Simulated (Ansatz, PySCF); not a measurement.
This triplet is an excited state, 0.62 eV above the relaxed singlet at the level B3LYP/cc-pVTZ // PBE0-D3(BJ)/def2-TZVP (Ansatz, a program for electronic structure).

```xyz
8

C     -1.4142     0.1576     0.2844
C     -0.2467    -0.3135    -0.2704
C      0.9692     0.3146    -0.2201
O      2.1437    -0.1291    -0.6543
H     -1.4415     1.0993     0.8176
H     -2.3338    -0.4028     0.1916
H     -0.2585    -1.2674    -0.8014
H      2.5818     0.5414    -1.1913
```

Charge 0, multiplicity 3.

Q: Give the Mulliken and meta-Löwdin atomic charges from PBE-D3(BJ)/def2-TZVP // PBE0-D3(BJ)/def2-TZVP (PySCF).

A: 
```tsv
atom	Mulliken (e)	meta-Löwdin (e)
C1	-0.28	-0.29
C2	-0.10	-0.16
C3	0.00	0.08
O4	-0.30	-0.38
H5	0.11	0.12
H6	0.12	0.13
H7	0.11	0.13
H8	0.33	0.36
```
